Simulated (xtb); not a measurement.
C3H6OSi2, SMILES [SiH2]1[Si@@H](C=O)C=C1. All values are semi-empirical tight-binding results from xtb (GFN2-xTB unless named), good for trends rather than for accurate numbers. Geometry: GFN2-xTB. The structure was generated by enumeration; whether it is a known compound was not checked. Other conformers were not sampled.

Optimised geometry:

Bond lengths (Å): O1–C2 1.207, C2–Si3 1.910, C2–H7 1.113, Si3–C4 1.904, Si3–Si6 2.357, Si3–H8 1.466, C4–C5 1.340, C4–H9 1.082, C5–Si6 1.900, C5–H10 1.081, Si6–H11 1.468, Si6–H12 1.467. Angles (°): O1–C2–Si3 123.3, O1–C2–H7 119.2, Si3–C2–H7 117.4, C2–Si3–C4 112.0, C2–Si3–Si6 115.4, C2–Si3–H8 106.7, C4–Si3–Si6 74.5, C4–Si3–H8 116.4, Si6–Si3–H8 128.1, Si3–C4–C5 105.3, Si3–C4–H9 130.8, C5–C4–H9 123.9, C4–C5–Si6 105.7, C4–C5–H10 123.9, Si6–C5–H10 130.4, Si3–Si6–C5 74.5, Si3–Si6–H11 123.8, Si3–Si6–H12 119.8, C5–Si6–H11 114.4, C5–Si6–H12 113.1, H11–Si6–H12 107.3.
Charge 0, spin multiplicity 1.

* **orbital gap**: 2.15 eV
* **dipole moment**: 2.88 D
* **zero-point energy**: 45.7 kcal/mol
* **G − E(el) at 298.15 K (modified RRHO)**: 25.0 kcal/mol
* **static polarisability (D4 model)**: 89.5 bohr³
* **solvation energy, GFN2-xTB/ALPB(water)**: -1.7 kcal/mol
* **solvation energy, GFN2-xTB/ALPB(dmf)**: -6.4 kcal/mol

Computed atomic charges and the Wiberg bond orders between heavy atoms:
charges (e) O1 -0.34, C2 0.10, Si3 0.36, C4 -0.15, C5 -0.15, Si6 0.37, H7 0.00, H8 -0.06, H9 0.02, H10 0.02, H11 -0.08, H12 -0.09. Bond orders O1–C2 1.95, C2–Si3 0.82, Si3–C4 0.91, C4–C5 1.95, Si3–Si6 0.80, C5–Si6 0.92.
